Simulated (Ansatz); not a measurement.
`B[SiH2]CF` and `B[SiH2]COC` differ in one atom or group.

Ansatz, PBE0-D4/def2-TZVP geometries, multiplicity 1. Each molecule was computed in one conformer, which needn't be the lowest.

| property | `B[SiH2]CF` |
| --- | --- |
| size of the dipole moment (PBE/def2-TZVPP) / D | 1.70 |
| HOMO–LUMO gap (B3LYP/def2-TZVPP) / eV | 5.27 |
| HOMO energy (PBE/def2-TZVPP) / eV | -6.90 |
| HOMO energy (B3LYP/def2-TZVPP) / eV | -8.10 |
| LUMO energy (PBE/def2-TZVPP) / eV | -3.63 |
| LUMO energy (ωB97M-V/def2-TZVPP) / eV | -0.66 |

(1) Give the same properties after the change, and the shifts. (Estimate.)

Results:

(1) Computed: 
```tsv
property	`B[SiH2]COC`	shift
size of the dipole moment (PBE/def2-TZVPP) / D	1.44	-0.26
HOMO–LUMO gap (B3LYP/def2-TZVPP) / eV	4.72	-0.55
HOMO energy (PBE/def2-TZVPP) / eV	-5.99	0.91
HOMO energy (B3LYP/def2-TZVPP) / eV	-7.32	0.78
LUMO energy (PBE/def2-TZVPP) / eV	-3.41	0.22
LUMO energy (ωB97M-V/def2-TZVPP) / eV	-0.44	0.22
```

With PBE0 the HOMO rises by 0.76 eV and the LUMO rises by 0.22 eV, so the gap narrows by about 0.54 eV. PBE moves the HOMO by 0.91 eV and ωB97M-V by 0.57 eV. Dipoles are sizes alone; their direction can turn.

B3LYP here is the variant with VWN-RPA as its local correlation; programs differ in this.
